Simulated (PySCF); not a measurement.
`InChI=1S/C6H12FNO/c1-9-6-3-4(8)2-5(6)7/h4-6H,2-3,8H2,1H3/t4-,5+,6-/m1/s1`

Molfile (atoms numbered from 1):
```
C6H12FNO
     RDKit          3D

 21 21  0  0  0  0  0  0  0  0999 V2000
    2.5263    0.6759   -0.4882 C   0  0  0  0  0  0  0  0  0  0  0  0
    1.1595    0.4345   -0.7259 O   0  0  0  0  0  0  0  0  0  0  0  0
    0.6496   -0.7453   -0.1456 C   0  0  2  0  0  0  0  0  0  0  0  0
   -0.6683   -1.0896   -0.8409 C   0  0  0  0  0  0  0  0  0  0  0  0
   -1.6920   -0.1077   -0.2416 C   0  0  2  0  0  0  0  0  0  0  0  0
   -1.8434    1.0145   -1.1434 N   0  0  0  0  0  0  0  0  0  0  0  0
   -1.1271    0.2571    1.1600 C   0  0  0  0  0  0  0  0  0  0  0  0
    0.1609   -0.5487    1.3035 C   0  0  2  0  0  0  0  0  0  0  0  0
    1.0804    0.0872    2.1084 F   0  0  0  0  0  0  0  0  0  0  0  0
    3.1364   -0.1727   -0.8208 H   0  0  0  0  0  0  0  0  0  0  0  0
    2.7814    1.5559   -1.0759 H   0  0  0  0  0  0  0  0  0  0  0  0
    2.7327    0.8705    0.5674 H   0  0  0  0  0  0  0  0  0  0  0  0
    1.3952   -1.5499   -0.2172 H   0  0  0  0  0  0  0  0  0  0  0  0
   -0.5972   -0.9486   -1.9166 H   0  0  0  0  0  0  0  0  0  0  0  0
   -0.9408   -2.1218   -0.6271 H   0  0  0  0  0  0  0  0  0  0  0  0
   -2.6749   -0.5807   -0.1474 H   0  0  0  0  0  0  0  0  0  0  0  0
   -0.9302    1.4229   -1.3178 H   0  0  0  0  0  0  0  0  0  0  0  0
   -2.4417    1.7255   -0.7372 H   0  0  0  0  0  0  0  0  0  0  0  0
   -1.8288    0.0474    1.9656 H   0  0  0  0  0  0  0  0  0  0  0  0
   -0.8717    1.3181    1.1926 H   0  0  0  0  0  0  0  0  0  0  0  0
   -0.0152   -1.5274    1.7666 H   0  0  0  0  0  0  0  0  0  0  0  0
  1  2  1  0
  2  3  1  0
  3  4  1  0
  4  5  1  0
  5  6  1  0
  5  7  1  0
  7  8  1  0
  8  9  1  0
  8  3  1  0
  1 10  1  0
  1 11  1  0
  1 12  1  0
  3 13  1  1
  4 14  1  0
  4 15  1  0
  5 16  1  1
  6 17  1  0
  6 18  1  0
  7 19  1  0
  7 20  1  0
  8 21  1  1
M  END
```

Computed with GIAO B3LYP/pcSseg-1 magnetisability, rotational g tensor and spin-rotation constants, non-relativistic, gas phase (PySCF 2.14.0). Geometry: GFN2-xTB.

Give the nuclear spin-rotation constants along the inertial axes (H = +C I·J) beside the isotropic shieldings.

Rotational constants 2.1853, 1.4375, 1.1201 GHz. A star marks the isotopologue with that one atom substituted, in its own axes.
| atom | isotope | Caa (kHz) | Cbb (kHz) | Ccc (kHz) | mean (kHz) | σ (ppm) |
| --- | --- | --- | --- | --- | --- | --- |
| N6 | 14N | 0.152 | 0.083 | 0.056 | 0.097 | 192.8 |
| F9 | 19F | 0.840 | 0.743 | 0.535 | 0.706 | 392.1 |
| H10 | 1H | -0.182 | -0.132 | 0.016 | -0.100 | 28.5 |
| H11 | 1H | -0.248 | -0.023 | -0.026 | -0.099 | 28.0 |
| H12 | 1H | -0.152 | 0.008 | -0.087 | -0.077 | 27.5 |
| H13 | 1H | -0.082 | -0.155 | -0.015 | -0.084 | 28.3 |
| H14 | 1H | -0.230 | 0.051 | -0.134 | -0.104 | 30.1 |
| H15 | 1H | -0.239 | -0.130 | 0.010 | -0.119 | 30.0 |
| H16 | 1H | 0.022 | -0.121 | -0.094 | -0.064 | 28.6 |
| H17 | 1H | -0.072 | -0.103 | -0.108 | -0.094 | 29.9 |
| H18 | 1H | -0.197 | -0.149 | -0.034 | -0.127 | 31.2 |
| H19 | 1H | -0.184 | 0.038 | -0.128 | -0.092 | 29.2 |
| H20 | 1H | -0.232 | -0.168 | 0.039 | -0.120 | 30.0 |
| H21 | 1H | -0.245 | -0.040 | 0.007 | -0.092 | 26.8 |
| C1 | 13C* | 0.330 | 0.363 | 0.271 | 0.322 | 118.9 |
| O2 | 17O* | -0.207 | -0.128 | -0.083 | -0.139 | 292.3 |
| C3 | 13C* | 0.577 | 0.377 | 0.266 | 0.407 | 94.3 |
| C4 | 13C* | 0.385 | 0.256 | 0.233 | 0.291 | 139.0 |
| C5 | 13C* | 0.467 | 0.288 | 0.227 | 0.327 | 126.5 |
| C7 | 13C* | 0.406 | 0.321 | 0.204 | 0.310 | 132.8 |
| C8 | 13C* | 0.535 | 0.431 | 0.336 | 0.434 | 76.3 |

For the geometry as given, no vibrational averaging.
